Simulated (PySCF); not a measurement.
C2H4F2, SMILES FC(F)C. Atoms are numbered in the order given.

```xyz
8

C     -1.3641     0.0873     0.0000
C      0.0706    -0.3506     0.0000
F      0.7071     0.1348    -1.0922
F      0.7071     0.1348     1.0922
H     -1.4052     1.1858     0.0000
H     -1.8769    -0.2914    -0.8946
H     -1.8769    -0.2914     0.8946
H      0.1928    -1.4491     0.0000
```
Charge 0, spin multiplicity 1.

Coordinates come from a PBE0-D3(BJ)/def2-SVP optimisation.

Method: PBE0/pcJ-1 in PySCF.

Isotropic couplings with Fermi-contact, spin-dipole and both spin-orbit terms, one fixed conformer, no vibrational averaging. Isotopes: 13C, 19F, 1H.

```
pair   bonds apart  J (Hz)
-----  -----------  ------
C1–C2            1       …
C1–H5            1       …
C1–H6            1       …
C1–H7            1       …
C2–F3            1       …
C2–F4            1       …
C2–H8            1   175.5
C1–F3            2    23.5
C1–F4            2    23.5
C1–H8            2     6.6
C2–H5            2       …
C2–H6            2       …
C2–H7            2       …
F3–F4            2       …
F3–H8            2    61.1
F4–H8            2    61.1
H5–H6            2   -14.6
H5–H7            2   -14.6
H6–H7            2   -15.0
F3–H5            3    11.5
F3–H6            3     1.8
F3–H7            3    44.2
F4–H5            3    11.5
F4–H6            3    44.2
F4–H7            3     1.8
H5–H8            3    11.0
H6–H8            3     1.8
H7–H8            3     1.8
```

**Question.** What belongs in the gaps? (The exact figures need the calculation; the answer reports its results.)

**Answer.** 
- C1–C2, J (Hz): 47.6
- C1–H5, J (Hz): 127.6
- C1–H6, J (Hz): 126.5
- C1–H7, J (Hz): 126.5
- C2–F3, J (Hz): -292.2
- C2–F4, J (Hz): -292.2
- C2–H5, J (Hz): -9.5
- C2–H6, J (Hz): -2.3
- C2–H7, J (Hz): -2.3
- F3–F4, J (Hz): 263.2
